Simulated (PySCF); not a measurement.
# Telling isomers of C4H2F4O apart by NMR

- B3LYP/pcJ-1 coupling constants (spin–dipole term left out of most H,H and C,H couplings)
- coordinates at the GFN2-xTB level
- PBE0/pcSseg-1 with gauge-including orbitals
- program: PySCF 2.14
- non-relativistic, one averaged value for each set of equivalent atoms, gas phase, one computed conformer

Referencing at the same level of theory: TMS for ¹H (σref 31.72) and ¹³C (σref 186.93). Multiplet labels drop J under 1 Hz and among equivalent protons, and merge close values. Unscaled 3J(H,H) run several per cent high. Splittings of carbon signals by F and P are missing where no couplings were computed. Where no couplings were computed, multiplicities follow the n + 1 count of equivalent neighbours, and m marks all less simple cases (inequivalent or close neighbours, rings, F or P nearby). Vicinal couplings that depend on rotamer populations or ring flexing (ring, CH–CH, X–H and H–F types) are those of the one conformer. One-bond C–F couplings are unscaled and too large by tens of Hz. Shifts are as computed. Against solution values, carbons near 30 ppm lie about +3 ppm off and those near 130 ppm about +5 ppm. Of 1211 compounds with measured shifts, 218 miss one by over three times the rms of a fit or turn the order of signals round; such compounds aren't used in these exercises.

(1) Tabulate the signals of `C=C(C(=O)F)C(F)(F)F`, `FC(F)(F)OC1(F)C=C1`, `O=C(F)/C=C\C(F)(F)F`, `O=C[C@@H](F)C(F)=C(F)F` and their relative energies.

(2) What is the quickest way to tell FC(F)(F)OC1(F)C=C1 from O=C(F)/C=C\C(F)(F)F?

(3) What is the quickest way to tell C=C(C(=O)F)C(F)(F)F from FC(F)(F)OC1(F)C=C1?

(4) What is the quickest way to tell FC(F)(F)OC1(F)C=C1 from O=C[C@@H](F)C(F)=C(F)F?

## Answers

(1) 
```tsv
SMILES	carbon types	δC	δH	E rel. (kcal/mol)
C=C(C(=O)F)C(F)(F)F	3×C 1×CH2	158.6, 147.2, 136.7, 129.8	7.27 (qdd, 1H), 7.24 (d, 1H)	0.0
FC(F)(F)OC1(F)C=C1	2×C 2×CH	134.4, 131.8, 93.5	7.94 (m, 2H)	48.1
O=C(F)/C=C\C(F)(F)F	2×C 2×CH	159.8, 153.3, 133.0, 129.6	6.85 (m, 1H), 6.42 (m, 1H)	3.8
O=C[C@@H](F)C(F)=C(F)F	2×C 2×CH	205.9, 169.4, 138.9, 96.6	10.29 (ddd, 1H), 5.64 (ddd, 1H)	47.1
```

Energies are electronic energies at PBE0/pcSseg-1 on these geometries, without zero-point or thermal terms, each for the one conformer computed, which needn't be the lowest.

(2) Count the carbon signals: 3 against 4. The first has a three-membered-ring carbon (C) at 93.5 ppm, the second a carbonyl carbon (C) at 159.8 ppm. Their most deshielded carbons lie at 134.4 and 159.8 ppm. In the proton spectra the most deshielded non-exchanging signals are 7.94 (m, 2H) and 6.85 (m, 1H).

(3) Count the carbon signals: 4 against 3. The first has a β carbon of a C=C–C=O unit (CH2) at 147.2 ppm, the second an alkene CH at 134.4 ppm. Their most deshielded carbons lie at 158.6 and 134.4 ppm. In the proton spectra the most deshielded non-exchanging signals are 7.27 (qdd, J = 2.1, 1.6, 1.5 Hz, 1H) and 7.94 (m, 2H).

(4) Count the carbon signals: 3 against 4. The first has a three-membered-ring carbon (C) at 93.5 ppm, the second an aldehyde carbonyl carbon (CH) at 205.9 ppm. Their most deshielded carbons lie at 134.4 and 205.9 ppm. In the proton spectra the most deshielded non-exchanging signals are 7.94 (m, 2H) and 10.29 (ddd, J = 8.0, 4.5, 1.8 Hz, 1H).
